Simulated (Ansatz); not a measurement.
One change: `C=C[SiH2][S][AlH2]` becomes `C=C[SiH2]Br`.

Ansatz, PBE0-D4/def2-TZVP geometries, multiplicity 1. Each molecule was computed in one conformer, which needn't be the lowest.

Scalar relativity is left out up to krypton. Spin–orbit coupling is left out; it splits and shifts lone-pair levels of the heavy atoms by tenths of an eV.

```
                                      property  `C=C[SiH2][S][AlH2]`
            LUMO energy (PBE0/def2-TZVPP) / eV                 -1.48
             HOMO energy (PBE/def2-TZVPP) / eV                 -6.61
             LUMO energy (PBE/def2-TZVPP) / eV                 -2.23
           HOMO energy (B3LYP/def2-TZVPP) / eV                 -7.49
size of the dipole moment (PBE/def2-TZVPP) / D                  1.30
           HOMO–LUMO gap (PBE/def2-TZVPP) / eV                  4.38
```

**Question.** What does the change do to each property? (An estimate is asked.)

**Answer.** Computed: 
```
                                      property  `C=C[SiH2]Br`  shift
            LUMO energy (PBE0/def2-TZVPP) / eV          -1.01   0.47
             HOMO energy (PBE/def2-TZVPP) / eV          -6.96  -0.35
             LUMO energy (PBE/def2-TZVPP) / eV          -1.99   0.24
           HOMO energy (B3LYP/def2-TZVPP) / eV          -7.93  -0.44
size of the dipole moment (PBE/def2-TZVPP) / D           1.94   0.64
           HOMO–LUMO gap (PBE/def2-TZVPP) / eV           4.97   0.59
```

With PBE0 the HOMO falls by 0.44 eV and the LUMO rises by 0.47 eV, so the gap widens by about 0.91 eV. PBE moves the HOMO by -0.35 eV and ωB97M-V by -0.49 eV. Dipoles are sizes alone; their direction can turn.

B3LYP here is the variant with VWN-RPA as its local correlation; programs differ in this.
